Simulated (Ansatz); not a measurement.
A series at Ge: from GeH₄, ligands are replaced one by one, each step taking up H₂S and setting free H₂; n counts the steps. Ansatz, PBE0-D4/def2-TZVP geometries. Each molecule was computed in one conformer, which needn't be the lowest.

CBS adds triple-zeta CCSD(T) − MP2 to the MP2 limit, frozen cores; atoms without spin–orbit coupling. Outer-core shells of Ge are correlated without core-valence functions. Scalar relativity is left out up to krypton. Spin–orbit coupling is left out.

| n | molecule | atomization energy, CCSD(T)/CBS (kJ/mol) |
| --- | --- | --- |
| 0 | GeH₄ | 1251.4 |
| 1 | `[SH][GeH3]` | ? |
| 2 | `[SH][GeH2][SH]` | 1922.0 |
| 3 | `[SH][GeH]([SH])[SH]` | 2266.1 |
| 4 | `[SH][Ge]([SH])([SH])[SH]` | 2611.4 |

**Question.** By hand: fit a straight line y = ȳ + b (n − n̄) to the 4 given rows and predict n = 1.

**Answer.** n̄ = 2.250, ȳ = 2012.72; Σ(n − n̄)(y − ȳ) = 2973.38, Σ(n − n̄)² = 8.750, so b = 339.81 kJ/mol a step. Prediction: 2012.72 + (339.81) × (-1.250) = 1588.0 kJ/mol.

**Question.** By hand: compare with the computed value, 1583.1 kJ/mol, and give the steps along the whole series.

**Answer.** The line misses by -4.9 kJ/mol (computed minus predicted). Steps: 331.7, 338.9, 344.1, 345.3 kJ/mol.

The steps differ by up to 13.6 kJ/mol, small against a whole step but well beyond the method's doubt, so the ligands' effects don't simply add. The miss is 0.4 % of the series' range. The energies themselves are unsure by some kJ/mol a bond, though much of that is common to the series.
